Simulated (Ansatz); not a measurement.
Ansatz (a quantum-chemistry and plane-wave program) job for Mo(NH)2(Cl)(NH2) (ClH4MoN3), SMILES [NH]=[Mo](=[NH])([NH2])[Cl], multiplicity 1, PBE/def2-SVPD. The structure is a stationary point at r2SCAN-D4/def2-SVP. The spin state was assumed, not searched. The def2 effective core potentials stand for the cores of Mo; spin–orbit coupling is left out. The values are those of a single conformer.

Ansatz 0.2 input:
```yaml
crystal:
  periodic: [false, false, false]
  atoms:
    - {symbol: Mo, position_ang: [-0.06259087, -0.25662390, 0.00000000]}
    - {symbol: N, position_ang: [-0.90184249, -0.73534425, -1.43995693]}
    - {symbol: H, position_ang: [-1.68194542, -1.11304404, -1.97810856]}
    - {symbol: N, position_ang: [-0.90184248, -0.73534424, 1.43995694]}
    - {symbol: H, position_ang: [-1.68194541, -1.11304404, 1.97810859]}
    - {symbol: Cl, position_ang: [0.18258871, 2.04605307, -0.00000000]}
    - {symbol: N, position_ang: [1.62955018, -1.18913444, -0.00000000]}
    - {symbol: H, position_ang: [2.05382150, -1.57992479, 0.83877467]}
    - {symbol: H, position_ang: [2.05382149, -1.57992479, -0.83877468]}
basis:
  gaussian:
    orbitals: def2-SVPD
hamiltonian:
  xc: {name: PBE}
```

It prints:

```
WARN ansatz: RAYON_NUM_THREADS=1 ignored (pool sized by the plan → 1); use --threads N
Functional definition: PBE
integrals: 0.09 GiB planned
1363 factors; their error is unknown
mean field: 0.59 GiB planned
mean field evaluation 1: about -18876.1618 eV, gradient 1.1e2 eV
mean field evaluation 2: about -18657.2130 eV, gradient 2.9e2 eV
mean field evaluation 4: about -18896.6481 eV, gradient 4.3e1 eV
mean field evaluation 8: about -18900.9522 eV, gradient 2.6e0 eV
mean field evaluation 16: about -18900.9144 eV, gradient 2.0e-2 eV
mean field -18900.91441252 eV, -694.5957931600 hartree, gradient 3.4e-5 eV, S^2 0.000000; 0 other end points of the search recorded, 0 dependent functions left out
reference -18900.91447332 eV, -694.5957953946 hartree; 28, 28 occupied and 125, 125 virtual orbitals, 1363 factors
Total energy: -18900.91447332 eV, -694.5957953946 hartree
```

The run converged.
